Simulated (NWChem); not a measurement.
System: C2H2BrCl; SMILES Cl/C=C\Br

NWChem input:

```
start job
memory heap 200 mb stack 900 mb global 1100 mb
geometry units angstroms noautosym nocenter noautoz
  Cl     0.549211    -2.084974     0.000000
  C     -0.973733    -1.304098     0.000000
  C     -1.161700     0.016217     0.000000
  Br     0.201345     1.287996     0.000000
  H     -1.831963    -1.980843     0.000000
  H     -2.171833     0.429813     0.000000
end
basis spherical
  * library def2-svp
end
dft
  xc pbe0
  iterations 150
end
cosmo
  do_cosmo_smd true
  solvent hexane
end
task dft energy
```

Geometry: optimised at PBE0/def2-SVP. Solvent: n-hexane.

Level: PBE0/def2-SVP with SMD (1 M gas to 1 M solution), gas-phase geometry.

**Question.** What results follow from this input? (PBE0/def2-SVP, SMD on the gas-phase geometry.) Quantities: solvation free energy (kcal/mol); cavity-dispersion-structure term (kcal/mol); dipole in solution (D).

**Answer.** 
```yaml
solvation free energy (kcal/mol): -3.9
cavity-dispersion-structure term (kcal/mol): -2.7
dipole in solution (D): 1.94
```
